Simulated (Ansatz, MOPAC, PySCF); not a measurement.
Torsion H4–C1–Ge2–F3 in CH3FGe (SMILES [CH3][Ge][F]); at each angle all else is relaxed with GFN2-xTB, and the levels are single points there.
Geometry at 60° (charge 0, multiplicity 1):
```csv
atom,x (Å),y (Å),z (Å)
C,-0.5868,-0.0123,-0.0021
Ge,1.2664,-0.8498,-0.1033
F,0.8471,-2.2003,1.0465
H,-0.8064,0.2729,1.0274
H,-1.3385,-0.7408,-0.3075
H,-0.6850,0.8707,-0.6327
```

On the grid 0° to 120°, 0° is the highest and 60° the lowest point at CCSD(T)/CBS(cc-pVTZ, cc-pVQZ).

Cores are frozen in the correlated methods. Filled d and f shells under p-block atoms count as core. Rows in STO-3G carry no dispersion term and start afresh at each structure; the Pople sets are all-electron and without relativity. The state that PM3 reach isn't checked.

Codes used: Ansatz (an electronic-structure program); MOPAC for PM3 (differences of heats of formation); PySCF for M06-2X, STO-3G rows, the dispersion terms. 

| level | energy at 0° less that at 60° (kcal/mol) |
|---|---|
| PM3 | -0.12 |
| HF/STO-3G | 0.27 |
| PBE-D3(BJ)/def2-TZVPP | 0.27 |
| r2SCAN/def2-TZVPP | 0.39 |
| M06-2X/def2-TZVPP | 0.43 |
| CCSD/cc-pVDZ | (withheld) |
| CCSD/cc-pVQZ | 0.44 |
| CCSD(T)/cc-pVTZ | 0.43 |
| CCSD(T)/cc-pVQZ | 0.41 |

Task: Fill in the missing entries.

Result: 
- CCSD/cc-pVDZ, energy at 0° less that at 60° (kcal/mol): 0.32
